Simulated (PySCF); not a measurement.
B(H)2(NCO) (CH₂BNO), SMILES BN=C=O.

The structure is a stationary point at B3LYP-D3(BJ)/def2-SVP.

These are TDA-CAM-B3LYP/def2-SVPD run with PySCF values and carry that method's errors.

Vertical excitations. The molecule is in vacuum. State labels are in the subgroup C2v.

```json
[
 {"state": "S1", "symmetry": "A2", "energy (eV)": "4.60", "λ (nm)": "270", "f": "0.000", "main pairs": "HOMO→LUMO 98 %"},
 {"state": "S2", "symmetry": "A1", "energy (eV)": "6.89", "λ (nm)": "180", "f": "0.106", "main pairs": "HOMO−1→LUMO 73 %, HOMO→LUMO+3 21 %"},
 {"state": "S3", "symmetry": "A2", "energy (eV)": "7.25", "λ (nm)": "171", "f": "0.000", "main pairs": "HOMO−2→LUMO 86 %"},
 {"state": "S4", "symmetry": "B2", "energy (eV)": "7.36", "λ (nm)": "168", "f": "0.001", "main pairs": "HOMO→LUMO+1 92 %"},
 {"state": "S5", "symmetry": "A2", "energy (eV)": "8.56", "λ (nm)": "145", "f": "0.000", "main pairs": "HOMO−1→LUMO+3 88 %"},
 {"state": "S6", "symmetry": "B1", "energy (eV)": "8.61", "λ (nm)": "144", "f": "0.002", "main pairs": "HOMO−1→LUMO+1 88 %"},
 {"state": "S7", "symmetry": "B2", "energy (eV)": "8.71", "λ (nm)": "142", "f": "0.039", "main pairs": "HOMO→LUMO+2 89 %"},
 {"state": "S8", "symmetry": "A2", "energy (eV)": "8.91", "λ (nm)": "139", "f": "0.000", "main pairs": "HOMO→LUMO+5 68 %"},
 {"state": "S9", "symmetry": "B1", "energy (eV)": "9.10", "λ (nm)": "136", "f": "0.081", "main pairs": "HOMO−3→LUMO 95 %"},
 {"state": "S10", "symmetry": "A1", "energy (eV)": "9.20", "λ (nm)": "135", "f": "1.030", "main pairs": "HOMO→LUMO+3 51 %, HOMO−1→LUMO+5 21 %, HOMO−1→LUMO 19 %"},
 {"state": "T1", "symmetry": "A2", "energy (eV)": "4.27", "λ (nm)": "290", "f": "0", "main pairs": "HOMO→LUMO 96 %"},
 {"state": "T2", "symmetry": "A1", "energy (eV)": "5.55", "λ (nm)": "223", "f": "0", "main pairs": "HOMO−1→LUMO 95 %"},
 {"state": "T3", "symmetry": "A1", "energy (eV)": "6.62", "λ (nm)": "187", "f": "0", "main pairs": "HOMO→LUMO+3 88 %"},
 {"state": "T4", "symmetry": "A2", "energy (eV)": "6.66", "λ (nm)": "186", "f": "0", "main pairs": "HOMO−2→LUMO 80 %, HOMO→LUMO+5 13 %"}
]
```
Triplets are in the Tamm–Dancoff approximation.
